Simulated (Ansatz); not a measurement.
C₄HF₅, SMILES `FC(F)=CC(F)=C(F)F`, 10 atoms. The species carries charge 0 and has multiplicity 1. All runs use 4 threads of an Intel Xeon 6975P-C on a shared host. Correlated methods freeze the cores.

Question: Give the basis size and wall time and peak host memory of each of these runs in Ansatz. RHF-MP2/def2-QZVPP energy; RHF-MP2/def2-TZVPP energy; RKS ωB97M-V/def2-SVP energy; RHF-CCSD(T)/def2-SVP energy; RKS PBE0-D4/def2-TZVP frequencies; direct RPA on PBE orbitals/def2-TZVPP energy; RKS B2PLYP (frozen core)/def2-TZVPP energy; RKS PBE0-D4/def2-SVP energy; RKS PBE0-D4/def2-TZVPP energy; RKS PBE0-D4/def2-TZVP relaxation (7 steps); RKS LC-ωPBE/def2-TZVPP energy; RKS ωB97M-V/def2-QZVPP energy. (Best estimate.)

Answer: Ansatz gave: Other jobs shared the machine, so times are rough.

```json
{"level": "RKS PBE0-D4/def2-SVP", "job": "energy", "functions": "131", "wall time": "0.8 s", "peak host memory (GiB)": "0.36"}
{"level": "RKS LC-ωPBE/def2-TZVPP", "job": "energy", "functions": "293", "wall time": "1.9 s", "peak host memory (GiB)": "0.61"}
{"level": "RKS ωB97M-V/def2-SVP", "job": "energy", "functions": "131", "wall time": "2.4 s", "peak host memory (GiB)": "0.47"}
{"level": "RKS PBE0-D4/def2-TZVPP", "job": "energy", "functions": "293", "wall time": "2.4 s", "peak host memory (GiB)": "0.89"}
{"level": "RHF-MP2/def2-TZVPP", "job": "energy", "functions": "293", "wall time": "4.2 s", "peak host memory (GiB)": "0.91"}
{"level": "RKS B2PLYP (frozen core)/def2-TZVPP", "job": "energy", "functions": "293", "wall time": "5.5 s", "peak host memory (GiB)": "0.98"}
{"level": "direct RPA on PBE orbitals/def2-TZVPP", "job": "energy", "functions": "293", "wall time": "5.5 s", "peak host memory (GiB)": "0.92"}
{"level": "RHF-CCSD(T)/def2-SVP", "job": "energy", "functions": "131", "wall time": "8.5 s", "peak host memory (GiB)": "1.1"}
{"level": "RKS ωB97M-V/def2-QZVPP", "job": "energy", "functions": "543", "wall time": "13 s", "peak host memory (GiB)": "2.7"}
{"level": "RHF-MP2/def2-QZVPP", "job": "energy", "functions": "543", "wall time": "24 s", "peak host memory (GiB)": "4"}
{"level": "RKS PBE0-D4/def2-TZVP", "job": "relaxation (7 steps)", "functions": "285", "wall time": "25 s", "peak host memory (GiB)": "0.96"}
{"level": "RKS PBE0-D4/def2-TZVP", "job": "frequencies", "functions": "285", "wall time": "2.5 min", "peak host memory (GiB)": "1"}
```

LC-ωPBE has ω = 0.4 bohr⁻¹.
